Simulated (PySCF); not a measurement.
# Nb: excitation energy

Nb [Kr] 4d4 5s1 (6D) → Nb [Kr] 4d3 5s1 5p1 (high-spin determinant), as a difference of total energies. Calculation: PySCF 2.14, in def2-TZVPP with the def2 core potential (28 electrons) (6s4p3d2f1g, 56 functions); a scalar-relativistic core potential. Correlated levels: valence and next inner shell: nothing frozen outside the core potential. The calculations carry no spin-orbit coupling.

```
                                method  excitation energy (eV)
                                   UHF                   1.518
    MP2 (valence and next inner shell)                   2.337
SCS-MP2 (valence and next inner shell)                   2.007
   CCSD (valence and next inner shell)                   2.167
CCSD(T) (valence and next inner shell)                   2.206
```

**Question.** How much does correlation contribute at CCSD(T) (valence and next inner shell)?

**Answer.** 2.206 − (1.518) = 0.688 eV, measured against UHF.

The basis was made for the ground configuration and has no added diffuse functions, so the excitation energy can come out too high.

The determinant of the upper state mixes LS terms, which raises its energy above the lowest term, most at the Hartree-Fock and MP2 levels.
